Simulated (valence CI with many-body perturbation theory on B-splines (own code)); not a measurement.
Values are calculated unless marked as measured or tabulated.
## Nd21+: input, log and results

Method: configuration interaction combined with many-body perturbation theory (CI+MBPT): three valence electrons over a frozen Dirac-Fock core [Kr], a basis of 9 s, 9 p, 10 d, 8 f, 5 g, 3 h, 1 i functions for each j, with the one-electron correlation potential Σ1 (screened to all orders), the two-electron term Σ2, the three-electron term Σ3, Breit, model QED; selected single and double excitations, second order for the rest (own B-spline code, finite nucleus).

Command, and the settings that its task file holds:

```sh
python run_cv.py task.json out
```

```
atom Nd  Z=60  mass_number=142  rms_radius_fm=4.9123
core [Kr]
valence 4d3
avg = 1
basis = L
breit = 1
cap = 40000
capref = 1200
cscale = 1
de = 0.0
dress = 1
eps = 2e-08
h = 0.27
hh = 1
l2 = 3
lcore = 6
maxit = 60
n2 = 5
natural = 1
nlev = 60
nno = [6, 6, 7, 6, 4, 3, 1]
nroot = 26
nsp = [3, 3, 3, 2, 1, 0, 0]
pt2 = 1
qed = 1
rpa = 1
s1 = 1
s2 = 1
s3 = 1
screen = 1
tol = 2e-05
```

Task: Roughly how long does this run take on one core of Intel(R) Xeon(R) 6975P-C (Granite Rapids), and how much memory?

Result: 57 s on 1 thread of Intel(R) Xeon(R) 6975P-C (Granite Rapids), with other jobs on the host, peak memory 0.58 GiB.

Log. The first blocks belong to the next ion, which gives the ionisation energy. Fields: 2J, parity (1 odd), roots, reference size, generating configurations, candidates as configurations/state functions, variational space P, stored matrix elements, Davidson steps; e2 is the range of second-order energies in hartree. The first line gives the box (bohr), its intervals, the orbitals and the steps of their self-consistent field. Window is the range of levels sought, series limit the energy at which the first omitted orbital would enter, core excitation an estimate of the first excitation out of the core, left out the lowest levels not solved, and shifts from estimates the range by which levels moved from their first estimate, all in cm⁻¹.

```
rmax 6.8 intervals 60 orbitals 81 references ['4d3', '4d2 4f', '4d2 5s', '4d2 5p', '4d 4f2'] scf 4 t 1.6
2J=4 par=0 roots 2 ref 43 generators 3 cand 1141/1141 P 828/828 nnz 0 it 0
2J=4 par=0 roots 2 ref 43 generators 8 cand 356/356 P 987/987 nnz 0 it 0
   second order: generators 9 cand 197/197 e2 -0.00000 -0.00000
2J=6 par=0 roots 2 ref 39 generators 3 cand 1144/1144 P 729/729 nnz 0 it 0
2J=6 par=0 roots 2 ref 39 generators 9 cand 454/454 P 900/900 nnz 0 it 0
   second order: generators 14 cand 283/283 e2 -0.00000 -0.00000
2J=0 par=0 roots 2 ref 14 generators 4 cand 347/347 P 337/337 nnz 0 it 0
2J=0 par=0 roots 2 ref 14 generators 6 cand 24/24 P 355/355 nnz 0 it 0
   second order: generators 6 cand 6/6 e2 -0.00000 -0.00000
reference levels 672, estimated 19, window 186606 1/cm; series limit 3511466, core excitation 833446
2J=3 par=0 roots 5 ref 70 generators 9 cand 5970/15335 P 1963/5240 nnz 7.2e+06 it 5
2J=3 par=0 roots 5 ref 70 generators 10 cand 4042/10165 P 2561/6891 nnz 1.1e+07 it 5
   second order: generators 10 cand 3444/8514 e2 -0.00002 -0.00001
2J=5 par=0 roots 5 ref 84 generators 5 cand 6274/19569 P 2031/6392 nnz 1.1e+07 it 8
2J=5 par=0 roots 5 ref 84 generators 8 cand 4278/13261 P 2616/8278 nnz 1.6e+07 it 7
   second order: generators 10 cand 5124/15917 e2 -0.00002 -0.00001
2J=7 par=0 roots 3 ref 80 generators 3 cand 6241/20662 P 1874/5987 nnz 9.4e+06 it 5
2J=7 par=0 roots 3 ref 80 generators 6 cand 4399/14755 P 2398/7701 nnz 1.5e+07 it 5
   second order: generators 8 cand 5378/18454 e2 -0.00003 -0.00001
2J=9 par=0 roots 3 ref 68 generators 4 cand 4470/14406 P 1758/5486 nnz 8.3e+06 it 5
2J=9 par=0 roots 3 ref 68 generators 8 cand 4184/13679 P 2186/6936 nnz 1.3e+07 it 4
   second order: generators 10 cand 5277/18038 e2 -0.00001 -0.00001
2J=1 par=0 roots 2 ref 40 generators 4 cand 5127/8431 P 1619/2669 nnz 1.9e+06 it 4
2J=1 par=0 roots 2 ref 40 generators 6 cand 3539/5802 P 2152/3593 nnz 3e+06 it 4
   second order: generators 7 cand 3006/4878 e2 -0.00001 -0.00001
2J=11 par=0 roots 1 ref 44 generators 1 cand 2484/6824 P 1244/3548 nnz 4e+06 it 4
2J=11 par=0 roots 1 ref 44 generators 4 cand 4012/12254 P 1654/4846 nnz 6.6e+06 it 4
   second order: generators 6 cand 5105/16472 e2 -0.00002 -0.00002
left out: unestimated 1027957, estimated none, shifts from estimates -16 to 156
operators 3.5
```

The Davidson iterations converged.

No measured levels were compared; by estimate terms of the open shell hold to 2 to 4 % of their energy, and close levels can change places. Only levels of the ground parity were solved; by the run's estimate the other parity begins above the list, which can be wrong where configurations are misplaced.

```yaml
Valence_energy: -74.7823 hartree
Ionisation_energy: "639.9 eV (NIST: 638 ± 4 eV (theoretical))"
Reference_configurations_for_the_orbitals: 4d3, 4d2 4f, 4d2 5s, 4d2 5p, 4d 4f2
Radial_orbitals: 81
Box_radius: 6.788 bohr
Largest_variational_space: 8278
Lowest_levels: (4d3/2^3) J=3/2 0.0, (4d3/2^2 4d5/2) J=5/2 [a] 27644, (4d3/2^2 4d5/2) J=7/2 43806, (4d3/2^2 4d5/2) J=3/2 45608, (4d3/2^2 4d5/2) J=9/2 50218, (4d3/2^2 4d5/2) J=1/2 53515, (4d3/2 4d5/2^2) J=7/2 [a] 78789, (4d3/2^2 4d5/2) J=5/2 [b] 81227, (4d3/2 4d5/2^2) J=9/2 83197, (4d3/2 4d5/2^2) J=3/2 [a] 94427, (4d3/2 4d5/2^2) J=1/2 99552, (4d3/2 4d5/2^2) J=11/2 104380, (4d3/2 4d5/2^2) J=5/2 [a] 112270, (4d3/2 4d5/2^2) J=5/2 [b] 119250 cm⁻¹
```

Levels are named by their leading jj configuration (3d3/2^4 stands for four electrons in 3d with j = 3/2), which in mixed levels can hold well under half, so a name can repeat and another be missing. Letters in brackets count levels of one name in rising energy.
